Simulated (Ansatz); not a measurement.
`[SiH3]BOCS` + `[CH3][SnH2][SiH2]O` → `[CH3][SnH2][BH][SiH3]` + `O[SiH2]OCS`  (redistribution)

Calculated with Ansatz (gas phase, PBE0-D4/def2-TZVP geometries, no zero-point term in ΔE). CBS: MP2 limit from def2 TZ/QZ plus the TZ coupled-cluster correction, frozen cores. Functionals use def2-TZVPP. B3LYP here is the variant with VWN-RPA as its local correlation; programs differ in this. def2 core potentials past Kr. For Sn outer-core shells are correlated without core-valence functions, which leaves a few kJ/mol of doubt a bond. One conformer a species, not always the lowest.

**Question.** Is it downhill or uphill in electronic energy at CCSD(T)/CBS, and by how much? (An estimate is asked.)

**Answer.** Computed: Uphill: ΔE = +42.4 kJ/mol.

**Question.** What do these levels give: r2SCAN-D4, B3LYP-D4, PBE, r2SCAN, B3LYP, HF/def2-TZVPP, MP2/def2-TZVPP, CCSD/def2-TZVPP, CCSD(T)/def2-TZVPP, MP2/def2-QZVPP, HF/CBS(def2), CCSD/CBS(def2)? (Best estimate.)

**Answer.** Computed: r2SCAN-D4 48.4, B3LYP-D4 51.2, PBE 64.2, r2SCAN 49.3, B3LYP 58.8, HF/def2-TZVPP 40.8, MP2/def2-TZVPP 41.9, CCSD/def2-TZVPP 42.1, CCSD(T)/def2-TZVPP 43.4, MP2/def2-QZVPP 41.2, HF/CBS(def2) 40.4, CCSD/CBS(def2) 41.0 kJ/mol.

Largest T1 diagnostic among the species: 0.014.

The D4 term adds −7.7 kJ/mol with B3LYP and −4.0 kJ/mol with PBE0; it sums over pairs of atoms, weighted by their polarisabilities, and B3LYP, whose exchange is more repulsive, gets the larger term. From PBE to PBE0 (25 % exact exchange), in def2-TZVPP and without D4, ΔE moves by −6.8 kJ/mol.
